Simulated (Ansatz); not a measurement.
The same ligand exchange along the group Ti, Zr, Hf.

Computed with Ansatz on PBE0-D4/def2-TZVP structures; ΔE is electronic, products minus reactants. CCSD(T)/CBS adds triple-zeta CCSD(T) − MP2 to the extrapolated MP2 energy (def2 sets, frozen cores). This one scheme is used for every species. DFT in def2-TZVPP. B3LYP here is the variant with VWN-RPA as its local correlation; programs differ in this. Elements past krypton have def2 core potentials. For Hf, I, Ti, Zr outer-core shells are correlated without core-valence functions, which leaves a few kJ/mol of doubt a bond. Scalar relativity is left out up to krypton.

```
                                                        reaction  CCSD(T)/CBS(def2) (eV)
`[Cl][Ti]([Cl])([Cl])[I]` + H–F → `[F][Ti]([Cl])([Cl])[Cl]` + HI                   -0.06
`[Cl][Zr]([Cl])([Cl])[I]` + H–F → `[F][Zr]([Cl])([Cl])[Cl]` + HI                       ?
`[Cl][Hf]([Cl])([Cl])[I]` + H–F → `[F][Hf]([Cl])([Cl])[Cl]` + HI                   -0.22
```

(1) Fill in the missing values. (Best estimate.)

Largest T1 diagnostic: 0.024, for `[F][Ti]([Cl])([Cl])[Cl]`.

## Answers

(1) Ansatz gave: `[Cl][Zr]([Cl])([Cl])[I]` + H–F → `[F][Zr]([Cl])([Cl])[Cl]` + HI: -0.16 eV.
